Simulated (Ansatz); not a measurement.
Ag₃H₄, relaxed as a doublet with UKS PBE0-D4/def2-TZVP in Ansatz, starting from the GFN1-xTB geometry. Force threshold 0.02 eV/Å.

In the def2 sets Ag takes a core potential; there is no spin–orbit coupling. In the doublet, H5 and H6 lie 0.77 Å apart (atoms count from 1), so H2 has formed as a molecule. The structure comes from a short search, and lower isomers may exist.

Start:

```xyz
7

Ag   -0.273   -0.149    1.993
Ag   -0.817   -1.043   -0.577
Ag    0.921    1.099   -0.174
H    -1.475   -0.910    0.936
H    -0.174   -1.212   -1.963
H     0.669    1.480   -1.641
H     1.150    0.734    1.425
```

Q: Estimate the energy that the relaxation releases and the steps that it takes.

A: 32.4 kcal/mol, in 38 steps; 3.8 min on 4 threads of Arm Neoverse N1 on a shared host. The force fell under the threshold at step 13, but the optimiser went on and released 0.493 eV more. No frequencies were taken in this run, so the end may be a saddle point.

Q: Does the start keep its bonding and symmetry?

A: Bonds lost: Ag3–H6 (atoms count from 1). Point group C2 at the start, Cs at the end, both within 0.05 Å.

Q: Predict the relaxed structure.

A: 
Cartesian coordinates in Å:
```
Ag -0.255 -0.118 1.995
Ag -0.150 -0.197 -0.699
Ag 1.529 1.536 0.840
H -1.092 -1.018 0.718
H -0.733 -0.884 -2.667
H -0.193 -0.361 -2.819
H 0.894 1.042 2.632
```
Bond lengths (bridged metal pairs left out): 1 × Ag–Ag 2.86 Å; 4 × Ag–H 1.75 to 1.96 Å.
